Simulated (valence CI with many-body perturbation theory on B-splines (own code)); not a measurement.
**Mo³⁷⁺: electric-dipole lines**

Level of theory: relativistic CI+MBPT: three valence electrons over a frozen Dirac-Fock core [He], radial functions for each j: 11 s, 11 p, 9 d, 7 f, 5 g, 2 h, 1 i, with the one-electron correlation potential Σ1 (screened to all orders), the two-electron term Σ2, the three-electron term Σ3, Breit, model QED; selected single and double excitations, second order for the rest (own B-spline code, finite nucleus).

The last digits are not significant, and no measured levels were compared; by estimate large intervals hold to a few tenths of a per cent, small ones and those within an open d or f shell to about a per cent.

Lines 51 to 100 of 267 in falling wavelength, among levels below 3416.7 eV, chosen from the strongest by gf and those to the six lowest levels. Wavelengths and rates use the calculated energies. Electric multipoles are in the length gauge, E1 and E2 with the static RPA response of the core. Weak lines are less certain than strong ones. Lines between different terms over intervals too small for the method are left out, as are lines whose strength nearly cancels. The highest levels of a list are the least certain.

Levels are named by their leading jj configuration (3d3/2^4 stands for four electrons in 3d with j = 3/2), which in mixed levels can hold well under half, so a name can repeat and another be missing. Letters in brackets count levels of one name in rising energy.

```tsv
λ vac (nm)	Upper	Lower	A (s⁻¹)	log gf	Branch %
5.542	(2p1/2 2p3/2^2) J=3/2	(2s 2p1/2 2p3/2) J=3/2 [b]	1.66e+10	-1.52	8.1
5.229	(2p3/2^3) J=3/2	(2s 2p3/2^2) J=3/2	1.78e+11	-0.53	59.4
5.185	(2p1/2 2p3/2^2) J=5/2	(2s 2p1/2 2p3/2) J=3/2 [b]	6.08e+10	-0.83	37.3
5.168	(2p1/2 2p3/2 3d5/2) J=9/2	(2s 2p1/2 3d5/2) J=7/2	4.46e+10	-0.75	15.1
5.138	(2p1/2 2p3/2 3p3/2) J=7/2	(2s 2p1/2 3p3/2) J=5/2	6.00e+10	-0.72	0.2
5.124	(2p1/2 2p3/2 3p3/2) J=5/2 [a]	(2s 2p1/2 3p3/2) J=3/2 [a]	5.81e+10	-0.86	0.1
5.068	(2p1/2 2p3/2 3d5/2) J=7/2	(2s 2p1/2 3d3/2) J=5/2	3.66e+10	-0.95	0.8
5.056	(2s 2p3/2 3d5/2) J=7/2 [b]	(2s^2 3d5/2) J=5/2	9.17e+10	-0.55	0.1
5.005	(2p1/2 2p3/2 3p1/2) J=3/2 [b]	(2s 2p1/2 3p1/2) J=1/2 [b]	6.37e+10	-1.02	0.1
5.000	(2p1/2 2p3/2 3d3/2) J=3/2 [a]	(2s 2p1/2 3d3/2) J=3/2 [a]	6.65e+10	-1.00	0.2
4.991	(2s 2p3/2 3p3/2) J=5/2 [b]	(2s^2 3p3/2) J=3/2	1.02e+11	-0.64	0.7
4.976	(2p1/2 2p3/2 3p1/2) J=5/2	(2s 2p1/2 3p1/2) J=3/2	5.89e+10	-0.88	0.2
4.959	(2s 2p3/2 3d3/2) J=5/2 [b]	(2s^2 3d3/2) J=3/2	9.08e+10	-0.70	0.1
4.922	(2s 2p3/2 3p3/2) J=3/2 [b]	(2s^2 3p3/2) J=3/2	6.65e+10	-1.01	0.3
4.917	(2s 2p3/2 3s) J=1/2	(2s^2 3s) J=1/2	1.34e+11	-1.01	0.5
4.915	(2s 2p3/2 3d3/2) J=3/2 [b]	(2s^2 3d3/2) J=3/2	1.10e+11	-0.80	0.1
4.903	(2s 2p3/2 3p1/2) J=1/2	(2s^2 3p1/2) J=1/2	1.42e+11	-0.99	0.3
4.892	(2s 2p3/2 3d5/2) J=5/2 [b]	(2s^2 3d5/2) J=5/2	1.24e+11	-0.57	0.1
4.888	(2p1/2 2p3/2 3s) J=5/2	(2s 2p1/2 3s) J=3/2	4.84e+10	-0.98	0.2
4.880	(2s 2p3/2 3p1/2) J=3/2 [b]	(2s^2 3p1/2) J=1/2	1.18e+11	-0.77	0.7
4.864	(2s 2p3/2 3s) J=3/2 [b]	(2s^2 3s) J=1/2	1.28e+11	-0.74	0.8
4.827	(2s 2p3/2 3d5/2) J=3/2 [b]	(2s^2 3d5/2) J=5/2	1.48e+11	-0.68	0.1
4.798	(2s 2p3/2 3d3/2) J=1/2 [b]	(2s^2 3d3/2) J=3/2	1.42e+11	-1.01	0.1
4.753	(2s 2p1/2 2p3/2) J=3/2 [b]	(2s^2 2p1/2) J=1/2	1.16e+11	-0.80	98.3
4.725	(2p1/2 2p3/2^2) J=3/2	(2s 2p1/2 2p3/2) J=5/2	1.47e+10	-1.70	7.2
4.657	(2s 2p1/2 2p3/2) J=1/2	(2s^2 2p1/2) J=1/2	1.89e+11	-0.91	97.9
4.621	(2p1/2 2p3/2^2) J=1/2	(2s 2p1/2 2p3/2) J=3/2 [b]	1.81e+11	-0.94	69.6
4.548	(2s 2p3/2^2) J=1/2	(2s^2 2p3/2) J=3/2	1.60e+11	-1.00	99.7
4.528	(2s 2p3/2^2) J=3/2	(2s^2 2p3/2) J=3/2	2.46e+11	-0.52	96.0
4.506	(2p1/2^2 2p3/2) J=3/2	(2s 2p1/2^2) J=1/2	8.20e+10	-1.00	60.0
4.463	(2p1/2 2p3/2^2) J=5/2	(2s 2p1/2 2p3/2) J=5/2	7.65e+10	-0.86	46.9
4.342	(2p1/2 2p3/2^2) J=3/2	(2s 2p1/2 2p3/2) J=3/2 [a]	9.71e+10	-0.96	47.2
3.355	(2p3/2^3) J=3/2	(2s 2p1/2 2p3/2) J=3/2 [b]	9.54e+09	-2.19	3.2
3.152	(2s 2p3/2^2) J=3/2	(2s^2 2p1/2) J=1/2	1.03e+10	-2.21	4.0
0.4525	(2s^2 3p1/2) J=1/2	(2s 2p1/2 2p3/2) J=3/2 [b]	7.53e+11	-2.33	66.4
0.4462	(2s 2p1/2 3s) J=1/2 [a]	(2s 2p1/2 2p3/2) J=3/2 [b]	8.53e+11	-2.29	4.1
0.4437	(2s 2p1/2 3s) J=3/2	(2s 2p1/2 2p3/2) J=3/2 [b]	1.35e+12	-1.80	6.1
0.4419	(2s 2p1/2 3s) J=1/2 [b]	(2s 2p1/2 2p3/2) J=3/2 [b]	8.84e+12	-1.29	58.9
0.4414	(2p1/2 2p3/2 3s) J=5/2	(2p1/2 2p3/2^2) J=5/2	5.88e+12	-0.99	24.8
0.4410	(2s^2 3p3/2) J=3/2	(2s 2p1/2 2p3/2) J=5/2	2.26e+12	-1.58	68.1
0.4409	(2p1/2 2p3/2 3s) J=3/2 [b]	(2p1/2 2p3/2^2) J=5/2	9.92e+12	-0.94	36.1
0.4394	(2s 2p3/2 3s) J=3/2 [b]	(2s 2p3/2^2) J=3/2	8.36e+12	-1.01	54.6
0.4376	(2s 2p1/2 3s) J=3/2	(2s 2p1/2 2p3/2) J=5/2	1.05e+13	-0.92	47.6
0.4374	(2s 2p3/2 3s) J=3/2 [a]	(2s 2p3/2^2) J=5/2	1.41e+13	-0.79	56.0
0.4365	(2s 2p1/2 3s) J=1/2 [a]	(2s 2p1/2 2p3/2) J=3/2 [a]	1.60e+13	-1.04	76.9
0.4365	(2s^2 3s) J=1/2	(2s^2 2p3/2) J=3/2	1.56e+13	-1.05	70.4
0.4341	(2s 2p1/2 3s) J=3/2	(2s 2p1/2 2p3/2) J=3/2 [a]	1.44e+12	-1.79	6.5
0.4306	(2s 2p1/2 3d3/2) J=3/2 [a]	(2s 2p1/2 2p3/2) J=3/2 [b]	7.65e+12	-1.07	24.2
0.4296	(2p1/2 2p3/2 3d3/2) J=3/2 [b]	(2p1/2 2p3/2^2) J=1/2	9.13e+12	-1.00	4.6
0.4294	(2s 2p3/2 3d5/2) J=5/2 [a]	(2s 2p3/2^2) J=3/2	1.36e+13	-0.65	11.3
```
